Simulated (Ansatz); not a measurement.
Program: Ansatz.

Input file:

```yaml
crystal:
  periodic: [false, false, false]
  atoms:
    - { symbol: Ta, position_ang: [-0.245122, 0.416087, 0.035918] }
    - { symbol: Cl, position_ang: [1.920095, 1.392374, 0.133566] }
    - { symbol: "N", position_ang: [0.179488, -0.507682, 1.756016] }
    - { symbol: H, position_ang: [-0.366411, -1.300128, 2.110564] }
    - { symbol: H, position_ang: [1.058632, -0.405488, 2.271476] }
    - { symbol: "N", position_ang: [0.167923, -0.407594, -1.735506] }
    - { symbol: H, position_ang: [-0.308058, -1.240827, -2.09625] }
    - { symbol: H, position_ang: [0.960367, -0.152384, -2.332506] }
    - { symbol: O, position_ang: [-1.16306, 2.095226, 0.006011] }
    - { symbol: H, position_ang: [-1.407233, 2.759663, 0.672254] }
    - { symbol: F, position_ang: [-1.787523, -0.707547, 0.061857] }
magnetization:
  spin_polarized: true
  initial_magnetization: 1
basis:
  gaussian: { orbitals: def2-SVP }
hamiltonian:
  xc: pbe
md:
  timestep: 0.25
  n_steps: 25
  ensemble: nve_milne
  temperature: 500.0
  initial_velocities: maxwell_boltzmann
  seed: 938025
```

Command:

```bash
$ ansatz run input.yaml --threads 2 --pin off --max-ram 3072MiB --backend cpu --events-out ev --progress --plain --runs-dir out
```

Question: What happens when this is run?

Answer: The program refused the input.

```
Error: a molecule whose nuclei and cores have a total charge of 66 cannot have a net charge of 0 together with 1 unpaired electrons
```
